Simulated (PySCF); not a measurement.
# SMILES C[Se]c1ccc(C#N)[se]1, C$_{6}$H$_{5}$NSe$_{2}$

Geometry (Å), atoms numbered from 1 in this order:
```xyz
14

C    -3.018    0.198    0.122
Se   -1.772    0.876    1.462
C    -0.141    0.288    0.710
C     0.054   -0.409   -0.453
C     1.396   -0.702   -0.745
C     2.308   -0.248    0.173
C     3.692   -0.411    0.109
N     4.831   -0.552    0.046
Se    1.468    0.660    1.597
H    -2.811    0.660   -0.839
H    -4.013    0.477    0.461
H    -2.939   -0.885    0.063
H    -0.751   -0.715   -1.100
H     1.695   -1.243   -1.628
```

The calculation used quadratic response CAM-B3LYP/def2-SVPD first hyperpolarisability, Taylor convention, gas phase (PySCF). Geometry: GFN2-xTB.

The calculation is non-relativistic, which matters for the atoms heavier than Zn.

**Question.** Give the tensor of the static β(0;0,0) in the axes of these coordinates.

**Answer.** In au, Taylor convention; rows are the first index (the induced dipole):
```csv
,xx,yy,zz,xy,xz,yz
x,-857.0,+31.3,+48.4,+169.1,+134.5,-35.8
y,+169.1,-162.3,+16.2,+31.3,-35.8,-49.1
z,+134.5,-49.1,-165.1,-35.8,+48.4,+16.2
```
Norm of βᵢ = ⅓ Σⱼ (βᵢⱼⱼ + βⱼᵢⱼ + βⱼⱼᵢ): 781.8 au, hyper-Rayleigh value 370.7 au.
